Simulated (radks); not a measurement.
Neutral antimony inside a hard spherical wall (all orbitals vanish at R), configuration held at [Kr] 4d10 5s2 5p3 and not refilled when levels cross. Calculated with a radial shooting solver on a logarithmic mesh with Libxc functionals: scalar-relativistic Kohn-Sham, PBEsol, spin-polarised, spherical densities, point nucleus; open shells are filled with parallel spins first (spin-orbit coupling, left out, can overturn this in heavy ions). Eigenvalues in eV for spin up, with the zero of energy where the potential of the charges vanishes at infinity; a dash marks a level that is unbound or too diffuse for the functional's potential to be trusted. A positive occupied level is held by the wall or, in an anion where self-interaction has pushed it up, behind a barrier. The pressure on the wall is -dE/dV.

| R (bohr) | E (hartree) | kinetic (hartree) | e(4p) | e(4d) | e(5s) | e(5p) | e(6s, empty) | e(5d, empty) | pressure (GPa) |
|---|---|---|---|---|---|---|---|---|---|
| free | -6478.68148 | 6775.616 | -101.41 | -33.300 | -13.462 | -5.471 | - | - | 0 |
| 12 | -6478.68146 | 6775.617 | -101.40 | -33.298 | -13.460 | -5.469 | -0.271 | 1.168 | 0.000414 |
| 10 | -6478.68123 | 6775.619 | -101.38 | -33.277 | -13.443 | -5.453 | 0.165 | 1.577 | 0.00733 |
| 7 | -6478.67102 | 6775.696 | -100.94 | -32.839 | -13.109 | -5.092 | 3.060 | 3.373 | 0.624 |
| 5 | -6478.54610 | 6776.377 | -98.450 | -30.422 | -11.254 | -2.759 | 13.570 | 8.738 | 16.8 |
| 3.5 | -6477.57057 | 6780.423 | -90.284 | -22.650 | -3.265 | 7.799 | 50.622 | 26.762 | 321 |
| 2 | -6462.04644 | 6834.804 | -46.636 | 21.315 | 79.164 | 105.64 | 302.43 | 151.54 | 22000 |
| 1.5 | -6420.01264 | 6966.298 | 19.978 | 95.832 | 257.97 | 298.33 | 707.33 | 357.14 | 172000 |
